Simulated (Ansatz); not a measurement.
Born–Oppenheimer molecular dynamics of ClF$_{4}$H$_{2}$OTa (9 atoms, charge 0, multiplicity 1). It starts at the highest image of a converged band. Of that band: The top lies less than 8 meV above the higher end, about what the thresholds resolve: that end is a shoulder or a very shallow well. A vibrational analysis at the climbing image gives one clearly imaginary mode, 203i cm⁻¹: a first-order saddle point.

These are results of RKS PBE/def2-SVP (Ansatz 0.2.0), not measurements.

| Quantity | Value |
| --- | --- |
| ensemble | NVE (velocity Verlet) |
| time step | 0.5 fs |
| steps asked | 200 |
| starting velocities drawn for | 100 K |
| seed | 10184 |

Frames 1 fs apart, positions in Å.

Velocities at 25 fs (Å/ps):

```
Ta -0.23 0.25 -0.02
F 1.20 -0.15 -0.81
F 0.41 1.13 -0.50
Cl 0.93 -0.04 -0.62
F 1.24 -1.85 1.53
F -2.48 -1.76 0.90
O 0.30 0.55 -0.06
H -2.64 0.47 3.75
H -0.44 -3.19 1.41
```

```xyz
9
Properties=species:S:1:pos:R:3 time_fs=25 energy_less_start_eV=0.064 T=29
Ta -0.091 0.251 -0.256
F 2.100 -0.414 -0.251
F 0.303 0.866 1.489
Cl -0.300 -0.233 -2.523
F -1.769 1.048 -0.102
F -0.433 -1.526 0.264
O 1.232 1.675 -0.826
H 1.293 1.926 -1.784
H 2.109 0.574 -0.594
9
Properties=species:S:1:pos:R:3 time_fs=26 energy_less_start_eV=0.062 T=32
Ta -0.092 0.251 -0.256
F 2.101 -0.414 -0.251
F 0.303 0.867 1.488
Cl -0.299 -0.233 -2.524
F -1.767 1.046 -0.100
F -0.436 -1.528 0.265
O 1.232 1.676 -0.826
H 1.290 1.926 -1.778
H 2.110 0.572 -0.592
9
Properties=species:S:1:pos:R:3 time_fs=27 energy_less_start_eV=0.060 T=34
Ta -0.092 0.251 -0.256
F 2.102 -0.414 -0.252
F 0.304 0.868 1.488
Cl -0.298 -0.233 -2.525
F -1.766 1.044 -0.099
F -0.438 -1.529 0.266
O 1.233 1.677 -0.827
H 1.286 1.926 -1.767
H 2.113 0.570 -0.588
9
Properties=species:S:1:pos:R:3 time_fs=28 energy_less_start_eV=0.063 T=31
Ta -0.092 0.252 -0.256
F 2.102 -0.414 -0.253
F 0.304 0.869 1.487
Cl -0.297 -0.233 -2.526
F -1.765 1.042 -0.098
F -0.440 -1.531 0.266
O 1.233 1.677 -0.828
H 1.282 1.926 -1.758
H 2.118 0.570 -0.582
9
Properties=species:S:1:pos:R:3 time_fs=29 energy_less_start_eV=0.064 T=30
Ta -0.092 0.252 -0.256
F 2.103 -0.414 -0.254
F 0.305 0.870 1.487
Cl -0.296 -0.233 -2.527
F -1.764 1.040 -0.097
F -0.442 -1.532 0.267
O 1.234 1.677 -0.828
H 1.277 1.929 -1.755
H 2.126 0.571 -0.576
9
Properties=species:S:1:pos:R:3 time_fs=30 energy_less_start_eV=0.059 T=34
Ta -0.093 0.252 -0.256
F 2.103 -0.414 -0.255
F 0.306 0.871 1.486
Cl -0.296 -0.233 -2.528
F -1.764 1.039 -0.096
F -0.444 -1.533 0.268
O 1.235 1.678 -0.828
H 1.273 1.933 -1.758
H 2.135 0.574 -0.569
9
Properties=species:S:1:pos:R:3 time_fs=31 energy_less_start_eV=0.055 T=39
Ta -0.093 0.252 -0.256
F 2.104 -0.414 -0.256
F 0.307 0.872 1.486
Cl -0.295 -0.233 -2.529
F -1.763 1.037 -0.095
F -0.446 -1.534 0.268
O 1.236 1.678 -0.828
H 1.269 1.940 -1.767
H 2.146 0.577 -0.561
9
Properties=species:S:1:pos:R:3 time_fs=32 energy_less_start_eV=0.057 T=37
Ta -0.093 0.252 -0.255
F 2.104 -0.414 -0.257
F 0.308 0.872 1.486
Cl -0.294 -0.234 -2.531
F -1.762 1.036 -0.094
F -0.447 -1.535 0.269
O 1.237 1.678 -0.828
H 1.265 1.947 -1.776
H 2.158 0.580 -0.552
9
Properties=species:S:1:pos:R:3 time_fs=33 energy_less_start_eV=0.061 T=32
Ta -0.094 0.252 -0.255
F 2.104 -0.414 -0.258
F 0.309 0.873 1.485
Cl -0.293 -0.234 -2.532
F -1.762 1.034 -0.093
F -0.449 -1.535 0.269
O 1.238 1.677 -0.828
H 1.260 1.953 -1.781
H 2.170 0.583 -0.543
9
Properties=species:S:1:pos:R:3 time_fs=34 energy_less_start_eV=0.062 T=32
Ta -0.094 0.253 -0.255
F 2.104 -0.414 -0.259
F 0.310 0.873 1.485
Cl -0.293 -0.234 -2.534
F -1.762 1.033 -0.093
F -0.450 -1.535 0.270
O 1.239 1.678 -0.828
H 1.256 1.957 -1.780
H 2.181 0.585 -0.534
9
Properties=species:S:1:pos:R:3 time_fs=35 energy_less_start_eV=0.060 T=34
Ta -0.094 0.253 -0.254
F 2.104 -0.414 -0.260
F 0.311 0.874 1.484
Cl -0.292 -0.234 -2.535
F -1.762 1.032 -0.093
F -0.451 -1.535 0.270
O 1.241 1.678 -0.829
H 1.252 1.960 -1.773
H 2.192 0.585 -0.525
9
Properties=species:S:1:pos:R:3 time_fs=36 energy_less_start_eV=0.060 T=34
Ta -0.094 0.253 -0.254
F 2.104 -0.413 -0.260
F 0.313 0.874 1.484
Cl -0.291 -0.235 -2.537
F -1.763 1.031 -0.092
F -0.452 -1.535 0.270
O 1.242 1.678 -0.830
H 1.248 1.961 -1.762
H 2.200 0.584 -0.516
```

Of the whole run (100 fs, mean temperature of the second half 53 K): The conserved energy stayed within 0.027 meV per atom of its start (net change 0.02 meV per atom), so the integration is sound. A run of 0.1 ps of so small a system gives no equilibrium averages. The orbitals stay closed-shell, which can raise the energy where a bond breaks towards radicals; this wasn't checked here.

Time of the run: 6.4 min on 4 threads of Arm Neoverse V2 (shared host), peak memory 0.2 GiB.
